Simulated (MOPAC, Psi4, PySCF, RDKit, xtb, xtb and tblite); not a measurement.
Two geometries of C2H6N2, SMILES C(/N)=C/N, relaxed at GFN2-xTB with one dihedral held; other torsions can differ between them too.

Structure A

```
10

N     -1.3492    -0.6996    -0.1418
C     -0.7589     0.6008    -0.0569
C      0.0046     1.0602    -1.0464
N      0.3965     0.2865    -2.1284
H     -0.8139    -1.3771     0.3954
H     -2.2823    -0.6816     0.2600
H     -0.9777     1.2257     0.8026
H      0.4400     2.0471    -0.9950
H      0.5009     0.7897    -2.9968
H     -0.1817    -0.5399    -2.2133
```

Structure B

```
10

N     -1.3880    -0.6872    -0.0555
C     -0.7004     0.5424    -0.0444
C      0.2650     0.9191     0.7952
N      0.7645     0.1879     1.8777
H     -0.8952    -1.4259     0.4293
H     -2.3511    -0.6238     0.2426
H     -1.0691     1.2450    -0.7774
H      0.7348     1.8822     0.6656
H      1.7579     0.2942     2.0236
H      0.4946    -0.7862     1.8776
```

**Question.** Which is lower in energy at the level DF-MP2 (frozen core)/cc-pVTZ // GFN2-xTB in Psi4, and by how much?

**Answer.** A is lower, by 3.21 kcal/mol (dihedral H5–N1–C2–C3: 100° in A, -20° in B).

E(B) − E(A) in kcal/mol at the other levels, on the same two geometries: GFN2-xTB (xtb and tblite) -0.22; MMFF94 // GFN2-xTB (RDKit) -2.51; PBE0/def2-TZVP // GFN2-xTB (Psi4) 2.85; PBE0-D3(BJ)/def2-TZVP // GFN2-xTB (Psi4) 2.83; PBE/def2-TZVP // GFN2-xTB (Psi4) 2.68; PBE-D3(BJ)/def2-TZVP // GFN2-xTB (Psi4) 2.66; HF/cc-pVTZ // GFN2-xTB (Psi4) 2.88; UFF // GFN2-xTB (RDKit) -1.10; AM1, restricted, heats of formation // GFN2-xTB (MOPAC) -2.06; PM7, restricted, heats of formation // GFN2-xTB (MOPAC) -0.09; GFN1-xTB // GFN2-xTB (xtb) 0.04; restricted B3LYP/6-31G*, spherical d // GFN2-xTB (PySCF) 3.23; restricted Hartree-Fock/6-31G*, spherical d // GFN2-xTB (PySCF) 3.48; restricted Hartree-Fock/LANL2DZ // GFN2-xTB (PySCF) 2.95.
